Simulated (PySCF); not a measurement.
## LiSe: one state, many levels of theory

State: ²Π (doublet), unpaired electrons π ↑. Set-up: Li def2-SVPD, Se def2-SVPD; no relativity (PySCF 2.14). De refers to Li + Se in their high-spin ground configurations, without counterpoise correction. The functionals are run spin-unrestricted. A positive dipole means Li(−)Se(+). Levels whose curve was spin-contaminated or gave no clean fit are not listed.

| Level | Re (Å) | ωe (cm⁻¹) | De (eV) | μ (D) |
| --- | --- | --- | --- | --- |
| UHF | 2.316 | 506 | 1.98 | -7.68 |
| UHF-MP2 | 2.318 | 496 | 2.71 | n/a |
| UHF-SCS-MP2 | 2.319 | 494 | 2.68 | n/a |
| UHF-CCSD | 2.320 | 493 | 2.66 | n/a |
| UHF-CCSD(T) | 2.323 | 490 | 2.70 | n/a |
| PBE | 2.292 | 500 | 3.02 | -6.87 |
| r²SCAN | 2.300 | 501 | 3.07 | -7.23 |
| PBE0 | 2.285 | 511 | 2.97 | -7.11 |
| B97-3 | 2.287 | 510 | 3.05 | -7.21 |
| M06-2X | 2.290 | 512 | 3.10 | -7.20 |

The bond length runs from 2.285 Å (PBE0) to 2.323 Å (UHF-CCSD(T)). De spans 1.98 eV (UHF, mean field) to 3.10 eV (M06-2X, hybrid meta-GGA). Correlation at CCSD(T) changes the Hartree–Fock bond energy by +0.72 eV; the triples alone change it by +0.04 eV.

Correlated steps freeze 9 core orbitals. Correlated levels converge slowly with the basis: in double zeta they bind strong bonds too weakly, by up to about 1 eV, and carry superposition errors of some tenths. Spin–orbit coupling is left out. The state is the lowest determinant that a PBE0 search found; another state may lie lower at other levels.

The whole job (state search and all levels along the bond) took about 2.8 min on 1 thread of Oxide Virtual Turin-like (shared host), peak memory 0.62 GiB.
